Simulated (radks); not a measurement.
The mean radii <r> (bohr) of the occupied orbitals of an atom or ion are listed with their occupations. All-electron calculation, scalar-relativistic Kohn-Sham, BLYP, spin-polarised, spherical densities, finite nucleus; Fermi nuclear charge, rms radius of each element as measured or else 0.836 A^(1/3) + 0.57 fm. Program: a radial shooting solver on a logarithmic mesh with Libxc functionals.

orbital  occ.      <r>
1s up       1  0.01744
1s down     1  0.01744
2s up       1  0.07363
2s down     1  0.07363
2p up       3  0.06625
2p down     3  0.06625
3s up       1   0.1905
3s down     1   0.1905
3p up       3   0.1914
3p down     3   0.1913
3d up       5   0.1734
3d down     5   0.1733
4s up       1   0.4205
4s down     1   0.4207
4p up       3   0.4460
4p down     3   0.4463
4d up       5   0.4699
4d down     5   0.4704
5s up       1   0.9333
5s down     1   0.9340
4f up       7   0.5014
4f down     4   0.5028
5p up       3    1.056
5p down     3    1.058
5d up       5    1.351
5d down     2    1.360
6p up       2    2.600

Name the element and its charge. Open shells, if any, are filled with parallel spins first.

Answer. Z = 77, iridium, charge +3: Ir3+ in [Xe] 4f11 5d7 6p2. The 1s radius gives Z: for a bare nucleus <r> = (2 gamma + 1)/(2Z) with gamma = sqrt(1 - (Z/c)^2), 0.01724 bohr for Z = 77, and screening makes it slightly larger (0.01744 here). The occupations add up to 74, and the charge is Z minus that.
